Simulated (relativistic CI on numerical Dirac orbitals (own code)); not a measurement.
Computed by Dirac-Coulomb-Breit CI, orbitals from a KLI potential per configuration, QED by a radiative potential, valence Slater integrals scaled by 0.85, P86 correlation energy added to each configuration (own radial code, finite nucleus).

Configurations in the expansion (outside the closed core [Kr] 4d10): 5s2, 5s.5p, 5s.6s, 5s.5d, 5p2, 5s.7s, 5s.6p, 5s.7p, 5s.4f, 5s.6d, 5s.8s, 5s.8p, 5s.5g, 5s.5f, 5s.7d, 5s.6g, 5d2. Levels of other configurations are missing.

Correlation outside the listed configurations is missing or only estimated: errors of thousands of cm⁻¹ between configurations and terms are usual at this charge. Rates and lifetimes follow the computed energies and can be off by large factors. The fine structure of a lone outer electron comes out too small, for d and f at times inverted, and misplaced configurations move strength between like terms. 10 of the 10 excited levels that our extract of the measured tables holds in this range could be paired (the sources list more); they are missed by 4774 cm⁻¹ on average and 5588 at most, and levels without a partner can miss by more.

Outline of the computed level scheme of Cd I. Lowest level of each configuration: 5s2 1S_0 at 0.0000 eV; 5s.5p 3P°_0 at 3.1629 eV; 5s.6s 3S_1 at 5.7611 eV; 5s.6p 3P°_0 at 6.6148 eV; 5s.5d 1D_2 at 6.6494 eV; 5s.7s 3S_1 at 7.1713 eV; 5s.6d 1D_2 at 7.4745 eV; 5s.7p 3P°_0 at 7.4834 eV; 5s.4f 3F°_4 at 7.6976 eV.

Some strong electric-dipole decays among the lowest 29 levels: 5s.5p 1P°_1 → 5s2 1S_0 (6.4e+08 s⁻¹); 5s.6p 1P°_1 → 5s2 1S_0 (2.6e+08 s⁻¹); 5s.5d 3D_3 → 5s.5p 3P°_2 (1.6e+08 s⁻¹); 5s.7p 1P°_1 → 5s2 1S_0 (1.3e+08 s⁻¹); 5s.5d 3D_2 → 5s.5p 3P°_1 (1.2e+08 s⁻¹); 5s.5d 3D_1 → 5s.5p 3P°_0 (9.1e+07 s⁻¹); 5s.6s 3S_1 → 5s.5p 3P°_2 (7.3e+07 s⁻¹); 5s.6d 3D_3 → 5s.5p 3P°_2 (7.3e+07 s⁻¹).

Rates of lines that live on the mixing of spin multiplicities can be off by large factors.
